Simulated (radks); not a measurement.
Values are calculated unless marked as measured or tabulated.
All-electron atom: Sm7+ in [Kr] 4d10 4f4 5s2 5p3. Level of theory: Dirac Kohn-Sham, PBE, spin-unpolarised, spherical densities, point nucleus; open shells are shared between the two j in proportion to 2j + 1 (a radial shooting solver on a logarithmic mesh with Libxc functionals).

X-ray form factor f0, the Fourier transform of the density (f0(0) = 55):

sin(theta)/lambda (1/angstrom),f0 (electrons)
0.05,54.575
0.1,53.351
0.15,51.465
0.2,49.108
0.25,46.483
0.3,43.771
0.4,38.576
0.5,34.047
0.6,30.227
0.8,24.314
1,20.254
1.25,17.018
1.5,14.793
2,11.075
